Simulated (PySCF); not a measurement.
# Molecular orbitals of SnBr⁻

CAM-B3LYP at R = 2.717 Å; Sn def2-TZVPPD with ECP28, Br def2-TZVPPD; scalar-relativistic core potentials (PySCF 2.14). State: ³Σ⁻ (triplet), unpaired electrons π ↑↑. Only the outer orbitals are listed, counted within each symmetry, core potentials removing the inner ones.

```
spin  orbital  occ.  ε (eV)  on Sn (%)            main shells (%)
   α      10σ     1  -17.14          3                    97 Br s
   α      11σ     1   -8.92         84           84 Sn s, 14 Br p
   α       6π     1   -4.54          5                    95 Br p
   α       6π     1   -4.54          5                    95 Br p
   α      12σ     1   -4.47         31  68 Br p, 17 Sn p, 12 Sn s
   α       7π     1   -0.89         95                    94 Sn p
   α       7π     1   -0.89         95                    94 Sn p
   α      13σ     0    3.82         94  86 Sn p, 78 Br p, 10 Sn s
   β      10σ     1  -17.06          3                    97 Br s
   β      11σ     1   -7.67         73           72 Sn s, 26 Br p
   β       6π     1   -4.36          2                    98 Br p
   β       6π     1   -4.36          2                    98 Br p
   β      12σ     1   -4.11         41  58 Br p, 25 Sn s, 15 Sn p
   β       7π     0    3.57         82           77 Sn p, 14 Br p
   β       7π     0    3.57         82           77 Sn p, 14 Br p
   β      13σ     0    3.88        106  87 Br p, 65 Sn p, 44 Sn s
```

Q: Which are the highest filled and the lowest empty level, where do they sit, and how wide is the gap?

A: Highest filled α 7π at -0.89 eV (in %: 94 Sn p); lowest empty β 7π at 3.57 eV (in %: 77 Sn p, 14 Br p); the gap at CAM-B3LYP is 4.46 eV. Both belong to one degenerate shell, split only by its one-sided filling, so this is no excitation gap. An empty level above zero is unbound, and its energy depends on the basis.

The bond order (Mayer) is 0.67, the ⟨S²⟩ is 2.004 and the charge on Sn (Mulliken, basis-dependent) is -0.40. The charge on Sn (Löwdin, basis-dependent) is -0.38. The dipole moment (positive dipole points towards Br; it is taken about the centre of mass and depends on that origin) is -0.82 D. The polarisability along the bond is 131.9 bohr³ and the polarisability across the bond is 118.4 bohr³.

Shares are Mulliken populations and can fall outside 0 to 100 %.

Spin–orbit coupling is left out. The state was picked by a PBE0 search and need not be the measured ground state.
